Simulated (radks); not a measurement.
The numbers below are computed, except where a source is named.
Problem. Numerical settings for the palladium ion Pd3+, [Kr] 4d7. Level of theory: scalar-relativistic Kohn-Sham, PBE, spin-polarised, spherical densities, point nucleus; open shells are filled with parallel spins first (spin-orbit coupling, left out, can overturn this in heavy ions) (a radial shooting solver on a logarithmic mesh with Libxc functionals). The defaults (mesh step 0.008 in ln r, mesh end at 40 bohr or more with all orbitals vanishing there, Anderson mixing 0.5 over 9 steps, residual threshold near 1e-9 with the energy settled to 1e-9 hartree or 1e-11 of itself, here a cap of 52 iterations) give E = -5043.5951 hartree and 4d at -40.269 eV in 14 iterations. Run on one thread of a shared host, so times are rough (Intel(R) Xeon(R) Platinum 8559C): 0.19 s of CPU time, 0.19 s wall, 14 iterations on 2476 mesh points. One setting is changed at a time: mesh step in ln r 0.08; mesh step in ln r 0.12; mesh step in ln r 0.05; mesh end (bohr) 5; mesh end (bohr) 2; residual threshold 1e-13; residual threshold 1e-16; mixing 0.05; linear mixing, mixing 0.2; linear mixing, mixing 1; mixing history 20; iteration cap 8. Which runs fail to converge, and which converge to a wrong energy?

Solution. Not converged within the cap: mesh step in ln r 0.08; mesh step in ln r 0.12; residual threshold 1e-16; linear mixing, mixing 0.2; linear mixing, mixing 1; iteration cap 8. Settings that end as converged yet miss the energy by more than 1 mhartree: mesh end (bohr) 2 (+4.15 hartree).
